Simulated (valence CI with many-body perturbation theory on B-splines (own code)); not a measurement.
## Questions on As²⁸⁺

Computed by configuration interaction combined with many-body perturbation theory (CI+MBPT): three valence electrons over a frozen Dirac-Fock core [He], a basis of 11 s, 11 p, 10 d, 8 f, 5 g, 2 h functions for each j, with the one-electron correlation potential Σ1, the two-electron term Σ2, the three-electron term Σ3, Breit, model QED; selected CI, second order for the rest, scaled by the run's own slope (own B-spline code, finite nucleus).

No measured spectrum was set against this ion. As an estimate, large intervals hold to a few tenths of a per cent, small ones and those within an open d or f shell to about a per cent.

Rates and lifetimes use the calculated energies. Strong lines usually hold to 10 to 20 %, long lifetimes can be off by a factor of two.

Problem. What is the ground level?

Solution. 2s²2p ²P°_1/2, composition 98 % 2s²2p ²P°, g = 0.657.

Problem. How well does LS coupling describe the low levels?

Solution. Among the lowest 20 levels the leading LS term, summed over configurations, holds 86 % on average. For single configurations the figures are 85 % in LS and 90 % in jj coupling. Terms mix most in the J = 3/2 level at 1911.1 × 10³ cm⁻¹, where the leading one holds 61 %.

Problem. How is the term ²P° of the ground level split?

Solution. J = 1/2 at 0.00, J = 3/2 at 336.87 × 10³ cm⁻¹.

Problem. Where does the other parity begin?

Solution. At 2s2p² ⁴P_1/2, 603.37 × 10³ cm⁻¹.

Problem. Among levels below 20411 × 10³ cm⁻¹, which E1 lines absorb most strongly from the ground level?

Solution. to 2s²3d ²D_3/2 at 0.6902 nm, f = 0.689; to 2s2p3p ²D_3/2 at 0.6734 nm, f = 0.230; to 2s²4d ²D_3/2 at 0.5243 nm, f = 0.124.

Problem. What is the ionisation energy?

Solution. 3089 eV; NIST lists 3088.1 ± 1.9 eV (semi-empirical).
